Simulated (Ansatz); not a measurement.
`F[SiH2]S[SiH2]Cl` + `COB(C)O` → `CO[SiH2]S[SiH2]Cl` + `CB(O)F`  (redistribution)

Program: Ansatz. Geometries: PBE0-D4/def2-TZVP. ΔE: electronic, gas phase. CCSD(T)/CBS adds triple-zeta CCSD(T) − MP2 to the extrapolated MP2 energy (def2 sets, frozen cores). One conformer a species, not always the lowest.

| species | HF/def2-QZVPP energy (Eh) |
| --- | --- |
| `F[SiH2]S[SiH2]Cl` | -1536.98398 |
| `COB(C)O` | -254.45464 |
| `CO[SiH2]S[SiH2]Cl` | -1551.99438 |
| `CB(O)F` | -239.43639 |

Problem. Work out ΔE.

Solution. ΔE = (-1551.99438) + (-239.43639) − (-1536.98398) − (-254.45464) = 0.00785 Eh = +20.6 kJ/mol. CCSD(T)/CBS gives +21.3 kJ/mol.

Largest T1 diagnostic among the species: 0.012.

The D4 term adds −7.3 kJ/mol with B3LYP and −4.4 kJ/mol with PBE0; it sums over pairs of atoms, weighted by their polarisabilities, and B3LYP, whose exchange is more repulsive, gets the larger term.

B3LYP here is the variant with VWN-RPA as its local correlation; programs differ in this.
